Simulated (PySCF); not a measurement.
BBrH2.
InChI=1S/BBrH2/c1-2/h1H2

A linear-response calculation (PySCF, def2-SVPD basis, gas phase, vertical, core orbitals frozen in the response) gave these numbers; the functional is withheld.

Orbital energies (eV): HOMO-3 -13.19, HOMO-2 -12.62, HOMO-1 -11.22, HOMO -10.11, LUMO -0.13, LUMO+1 1.88, LUMO+2 2.31.

```tsv
state	E (eV)	f	main configurations (H = HOMO, L = LUMO)
S1	4.72	0.0000	H→L (98%)
S2	6.56	0.119	H-1→L (95%)
S3	6.97	0.0027	H-2→L (99%)
S4	7.31	0.0000	H-3→L (98%)
S5	7.75	0.050	H→L+1 (65%), H→L+2 (25%)
S6	8.10	0.0000	H→L+2 (62%), H→L+1 (24%), H→L+7 (9%)
```

Triplets, Tamm–Dancoff:

| state | E (eV) | λ (nm) | main configurations (H = HOMO, L = LUMO) |
| --- | --- | --- | --- |
| T1 | 4.42 | 280.5 | H→L (96%) |
| T2 | 5.35 | 231.9 | H-1→L (98%) |
| T3 | 6.38 | 194.3 | H-2→L (97%) |
| T4 | 6.78 | 182.9 | H-3→L (95%) |

Vertical ionisation energy by ΔSCF with the same functional: 10.85 eV. Mean static polarisability: 37.1 au.

Question: Name the functional.
A. B3LYP
B. PBE
C. wB97X-D
D. HF

Answer: C. wB97X-D is range-separated, 22% exact exchange at short range and 100% at long range (ω = 0.2 bohr⁻¹). In this run −ε(HOMO) = 10.11 eV differs from the ΔSCF value by -0.74 eV, and S1 differs from the orbital gap of 9.98 eV by -5.27 eV. The ratio −ε(HOMO)/IP is 0.93. Usual ranges for neutral molecules in this basis: 0.89 to 0.99 with wB97X-D, 0.5 to 0.7 with PBE, 0.67 to 0.83 with B3LYP; with Hartree–Fock the ratio is 1 or more (Koopmans' value less the relaxation energy is the ΔSCF value). The other options: PBE, a GGA without exact exchange; HF, time-dependent Hartree–Fock, 100% exact exchange; B3LYP, a global hybrid with 20% exact exchange.

The calculation used TDDFT wB97X-D/def2-SVPD, vertical, gas phase, core orbitals frozen in the response in PySCF. Geometry: PBE0-D3(BJ)/def2-SVP; no solvent, vibrations or thermal averaging. Relativistic effects, spin–orbit coupling among them, are left out although an element past zinc is present.

Hardware: one thread of an Arm Neoverse V1, on a shared host. Cost: 7.8 s wall.
